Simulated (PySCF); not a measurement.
NbH4 (doublet state).
Structure used (PBE0-D3(BJ)/def2-SVP), in Å, numbered top down from 1:
```xyz
5
NbH4 angstrom
Nb     0.0125   -0.0236   -0.0109
H     -0.0170   -0.1013    1.7461
H      1.6614    0.0166   -0.6220
H     -0.7365    1.4526   -0.6071
H     -0.8455   -1.4547   -0.5682
```

The calculation used PySCF 2.14.0, PBE0-D3(BJ)/def2-SVP geometry optimisation, gas phase, def2 core potentials past Kr.

Question: Which atoms are bound to Nb1, and at what distances?

Answer: 4 atoms: H3 1.759 Å, H2 1.759 Å, H5 1.759 Å, H4 1.759 Å.

Question: List the angles at Nb1.

Answer: 
| angle | degrees | distance of the outer atoms (Å) |
| --- | --- | --- |
| H2–Nb1–H4 | 111.6 | 2.91 |
| H4–Nb1–H5 | 111.6 | 2.91 |
| H3–Nb1–H5 | 111.5 | 2.91 |
| H2–Nb1–H3 | 111.3 | 2.90 |
| H2–Nb1–H5 | 105.8 | 2.81 |
| H3–Nb1–H4 | 105.2 | 2.79 |

Question: What is the shape at Nb1?

Answer: Distorted tetrahedral: angles from 105.2° to 111.6°; τ4 = (360° − α − β)/141° = 0.97 with α and β the two widest (0 for a square, 1 for a tetrahedron).

Point group: near Td, missed by 0.12 Å at most; the miss may be what the optimiser left on a soft mode (D2d holds within 0.08 Å). Charge 0, doublet. ⟨S²⟩ = 0.758 (exact for a doublet: 0.75). Whether it is a minimum is left open (no frequencies).
